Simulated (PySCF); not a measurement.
## Orbital levels and atomic charges

System: [K6Mg2F11]- (halide perovskite).

Cartesian coordinates (Å):
```
  1 Mg   -1.9950   -0.2100    0.0000
  2 Mg    1.9950   -0.2100    0.0000
  3 F     0.0000   -0.2100    0.0000
  4 F    -3.9900   -0.2100    0.0000
  5 F    -1.9950    1.7850    0.0000
  6 F    -1.9950   -2.2050    0.0000
  7 F    -1.9950   -0.2100    1.9950
  8 F    -1.9950   -0.2100   -1.9950
  9 F     3.9900   -0.2100    0.0000
 10 F     1.9950    1.7850    0.0000
 11 F     1.9950   -2.2050    0.0000
 12 F     1.9950   -0.2100    1.9950
 13 F     1.9950   -0.2100   -1.9950
 14 K     0.0000   -2.2050   -1.9950
 15 K     0.0000    1.7850    1.9950
 16 K     0.0000    1.7850   -1.9950
 17 K     0.0000   -2.2050    1.9950
 18 K     3.9900    1.7850    1.9950
 19 K    -3.9900    1.7850   -1.9950
```

Method: PBE0/def2-SVP, gas phase, PySCF, fitting set def2-universal-JFIT up to Ne and JKFIT beyond, grid level 1.

Q: Give the orbital energies near the gap.

A: 
```
orbital     eV
 HOMO-4  -2.25
 HOMO-3  -1.98
 HOMO-2  -1.97
 HOMO-1  -1.80
   HOMO  -1.79
   LUMO   0.97
 LUMO+1   1.01
 LUMO+2   1.81
 LUMO+3   1.97
```

Q: Give the partial charges of the non-hydrogen atoms.

A: 
| atom | Mulliken | Hirshfeld |
| --- | --- | --- |
| Mg1 | 0.37 | 0.20 |
| Mg2 | 0.37 | 0.20 |
| F3 | -0.51 | -0.25 |
| F4 | -0.53 | -0.48 |
| F5 | -0.52 | -0.40 |
| F6 | -0.53 | -0.44 |
| F7 | -0.52 | -0.44 |
| F8 | -0.52 | -0.40 |
| F9 | -0.53 | -0.48 |
| F10 | -0.52 | -0.40 |
| F11 | -0.53 | -0.44 |
| F12 | -0.52 | -0.40 |
| F13 | -0.52 | -0.44 |
| K14 | 0.68 | 0.48 |
| K15 | 0.63 | 0.49 |
| K16 | 0.63 | 0.49 |
| K17 | 0.68 | 0.48 |
| K18 | 0.69 | 0.61 |
| K19 | 0.69 | 0.61 |
